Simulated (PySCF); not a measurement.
## Functional benchmark on one molecule

Molecule: 3,4-dimethylphosphinine, C7H9P.

Geometry (Å), atoms numbered from 1 in this order:
```xyz
17

C    -0.736    2.386    0.071
C     0.120    1.186   -0.212
C     1.501    1.358   -0.367
C     2.409    0.340   -0.633
P     1.996   -1.333   -0.818
C     0.280   -1.234   -0.580
C    -0.477   -0.091   -0.317
C    -1.965   -0.221   -0.144
H    -1.503    2.530   -0.707
H    -0.132    3.303    0.121
H    -1.275    2.284    1.027
H     1.887    2.379   -0.270
H     3.466    0.610   -0.732
H    -0.266   -2.183   -0.644
H    -2.511    0.374   -0.893
H    -2.287   -1.266   -0.241
H    -2.289    0.145    0.844
```

Geometry PBE0-D3(BJ)/def2-SVP throughout; GIAO in PySCF 2.14.0 with density-fitted response routines, gas phase, one conformer, non-relativistic; equivalent atoms averaged; basis pcSseg-1.

Reference values (measured; solution, CHCl3; S. K. Latypov et al., Phys. Chem. Chem. Phys. 2015 (author manuscript)): δ(P5) = 187.9 ppm vs 85 % H3PO4. Computed shifts are taken against H3PO4, calculated as an isolated molecule at each level.

Task: How do the functionals HF, LDA, BLYP, OPBE, KT2, B97-2 perform against the reference? Times are CPU seconds on 1 thread of an Arm Neoverse V1, shared host; the GGAs took longer than the global hybrids here, which isn't the general rule, and the cause wasn't traced.

Result: 
```tsv
functional	kind	P5	abs. error P	core-s
HF	Hartree–Fock	229.2	41.3	18
LDA	LDA	217.9	30.0	36
BLYP	GGA	213.7	25.8	41
OPBE	GGA	189.5	1.6	42
KT2	GGA	175.6	12.3	41
B97-2	global hybrid	207.6	19.7	28
```

For ³¹P the closest is OPBE (1.6 ppm) and the furthest HF (41.3 ppm). One molecule is a small sample, and vibrational and solvent effects are absent from the calculation.
